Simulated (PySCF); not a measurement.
## Dipole response of Br+ (bromine, charge +1)

[Ar] 3d10 4s2 4p4, high-spin 3P determinant. All numbers are calculated (PySCF 2.14, scalar relativity through the core potential, in aug-cc-pV5Z-PP with ECP10MDF). Coupled (time-dependent) response in atomic units; α is the mean over directions.

| method | mean α (bohr³) | α xx, yy, zz | C₆ (like pair) | S(−4) |
| --- | --- | --- | --- | --- |
| PBE0 | 12.57 | 12.22, 13.26, 12.22 | 77.89 | 33.24 |
| BHandHLYP | 12.41 | 12.09, 13.07, 12.09 | 76.59 | 32.26 |

S(−4) is the Cauchy moment in α(ω) = α(0) + S(−4) ω² + …

Spin-orbit coupling is absent.

α(iu) at BHandHLYP:

```json
{"u (hartree)": "0", "α(iu) (bohr³)": "12.41"}
{"u (hartree)": "0.0500", "α(iu) (bohr³)": "12.33"}
{"u (hartree)": "0.100", "α(iu) (bohr³)": "12.10"}
{"u (hartree)": "0.200", "α(iu) (bohr³)": "11.26"}
{"u (hartree)": "0.300", "α(iu) (bohr³)": "10.13"}
{"u (hartree)": "0.500", "α(iu) (bohr³)": "7.742"}
{"u (hartree)": "0.750", "α(iu) (bohr³)": "5.408"}
{"u (hartree)": "1.00", "α(iu) (bohr³)": "3.868"}
{"u (hartree)": "1.50", "α(iu) (bohr³)": "2.206"}
{"u (hartree)": "2.00", "α(iu) (bohr³)": "1.425"}
{"u (hartree)": "3.00", "α(iu) (bohr³)": "0.7539"}
{"u (hartree)": "5.00", "α(iu) (bohr³)": "0.3373"}
```

For an ion, C₆ is the dispersion term alone; charge-induced terms of lower order in 1/R come first.

The components differ because the open shell of this determinant is not spherical; for a pure term their mean is the scalar polarisability.

Energies and moments cover only the electrons outside the core potential.
